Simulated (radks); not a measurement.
Species: Zr15+. Configuration: [Ar] 3d7 (the NIST ground configuration). Calculated with a radial shooting solver on a logarithmic mesh with Libxc functionals: scalar-relativistic Kohn-Sham, r2SCAN, spin-polarised, spherical densities, finite nucleus; open shells are filled with parallel spins first (spin-orbit coupling, left out, can overturn this in heavy ions); meta-GGA in the generalised Kohn-Sham scheme; Fermi nuclear charge, rms radius 4.2694 fm.

Unscreened Slater integrals over Kohn-Sham orbitals (eV). They are taken over the spin-up orbitals. Empty in this configuration: 4s.

\begin{tabular}{lr}
integral & value \\ \hline
F0(3d,3d) & 59.986 \\
F2(3d,3d) & 30.063 \\
F4(3d,3d) & 19.221 \\
F0(3d,3p) & 57.397 \\
F2(3d,3p) & 27.919 \\
G1(3d,3p) & 32.073 \\
G3(3d,3p) & 20.652 \\
F0(3d,3s) & 57.190 \\
G2(3d,3s) & 24.430 \\
F0(3d,4s) & 32.263 \\
G2(3d,4s) & 3.0704 \\
F0(3p,3p) & 55.890 \\
F2(3p,3p) & 28.252 \\
F0(3p,3s) & 55.673 \\
G1(3p,3s) & 36.701 \\
F0(3p,4s) & 31.943 \\
G1(3p,4s) & 3.0765 \\
F0(3s,3s) & 55.549 \\
F0(3s,4s) & 31.904 \\
G0(3s,4s) & 2.3075 \\
F0(4s,4s) & 25.674 \\
\end{tabular}

Derived for the open shells (J is the average intra-shell exchange parameter used in DFT+U). 3d: Racah B = F2/49 - 5 F4/441 = 0.3956 eV, C = 35 F4/441 = 1.525 eV, C/B = 3.86, F4/F2 = 0.639, J = (F2 + F4)/14 = 3.520 eV.
